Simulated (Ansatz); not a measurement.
Consider the formal hydrolysis of the Si–Ga bond: `O[SiH2][GaH][OH]` + H₂O → `O[SiH2]O` + `[OH][GaH2]`.

Computed with Ansatz on PBE0-D4/def2-TZVP structures; ΔE is electronic, products minus reactants. CBS: MP2 limit from def2 TZ/QZ plus the TZ coupled-cluster correction, frozen cores. This one scheme is used for every species. DFT in def2-TZVPP. B3LYP here is the variant with VWN-RPA as its local correlation; programs differ in this. HSE06 is defined as in plane-wave codes. For Ga outer-core shells are correlated without core-valence functions, which leaves a few kJ/mol of doubt a bond. Scalar relativity is left out up to krypton. One conformer a species, not always the lowest.

CCSD(T)/CBS gives -95.2 kJ/mol.

Q: Another level gave -100.1 kJ/mol. Which?
A. ωB97X-V/def2-TZVPP
B. CAM-B3LYP-D4/def2-TZVPP
C. B3LYP-D4/def2-TZVPP
D. HSE06/def2-TZVPP

A: A. ωB97X-V -100.1, HSE06 -88.5, B3LYP-D4 -94.6, CAM-B3LYP-D4 -104.5 kJ/mol.

Q: What do rigid-rotor, harmonic-oscillator terms from PBE0-D4/def2-TZVP frequencies (298.15 K, 1 bar) make of the CCSD(T)/CBS value? (An estimate is asked.)

A: Computed: ΔZPE = -3.4 kJ/mol, ΔH = -102.6 kJ/mol, ΔS = -1 J/(mol·K), ΔG = -102.4 kJ/mol.

Largest T1 diagnostic among the species: 0.015.

Leaving LDA and LC-ωPBE aside and taking each functional with its dispersion term where it has one, the values, not all of them listed here, spread over 27.9 kJ/mol, from B2PLYP to PBE-D4. In def2-TZVPP, CCSD(T) changes the Hartree–Fock value by +28.5 kJ/mol (the triples alone add +3.5 kJ/mol) and MP2 by +23.2 kJ/mol.
